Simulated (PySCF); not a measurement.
SMILES CC[SiH2][SiH2]c1cccs1 (C6H12SSi2), GFN2-xTB optimised geometry.

```
21

C     -0.89    -0.27    -3.63
C     -2.34    -0.40    -3.20
Si    -2.68    -1.95    -2.14
Si    -1.62    -1.81    -0.07
C     -0.44    -0.36     0.00
C      0.93    -0.36     0.00
C      1.50     0.93     0.00
C      0.56     1.91     0.00
S     -1.03     1.27    -0.01
H     -0.74     0.62    -4.24
H     -0.23    -0.20    -2.76
H     -0.58    -1.14    -4.22
H     -2.97    -0.42    -4.10
H     -2.63     0.50    -2.65
H     -4.13    -2.08    -1.99
H     -2.24    -3.12    -2.91
H     -0.79    -2.98     0.27
H     -2.56    -1.62     1.04
H      1.51    -1.27     0.00
H      2.56     1.12     0.00
H      0.71     2.98     0.00
```

Density from PySCF with CAM-B3LYP/def2-SVP at that geometry.

Minimum of the electron density along straight lines between bonded atoms, close to the bond critical point (lines longer than 1.1 times the sum of covalent radii, or with two minima, are not listed):

```csv
bond,length / Å,ρ at the minimum / e bohr⁻³,∇²ρ there / e bohr⁻⁵,position (fraction from the first atom)
C1–C2,1.524,0.242,-0.55,0.50
C2–Si3,1.909,0.112,0.30,0.62
Si4–C5,1.879,0.110,0.36,0.38
C5–C6,1.364,0.322,-0.81,0.51
C6–C7,1.411,0.299,-0.75,0.50
C7–C8,1.357,0.326,-0.84,0.49
C5–S9,1.737,0.210,-0.42,0.46
C8–S9,1.718,0.218,-0.49,0.47
C1–H10,1.089,0.276,-1.02,0.63
C1–H11,1.088,0.278,-1.04,0.63
C1–H12,1.088,0.277,-1.02,0.63
C2–H13,1.092,0.272,-0.97,0.62
C2–H14,1.092,0.272,-0.98,0.63
Si3–H15,1.471,0.115,0.33,0.49
Si3–H16,1.472,0.115,0.33,0.49
Si4–H17,1.470,0.115,0.33,0.49
Si4–H18,1.470,0.116,0.33,0.49
C6–H19,1.076,0.285,-1.11,0.64
C7–H20,1.076,0.284,-1.10,0.64
C8–H21,1.072,0.286,-1.13,0.65
```
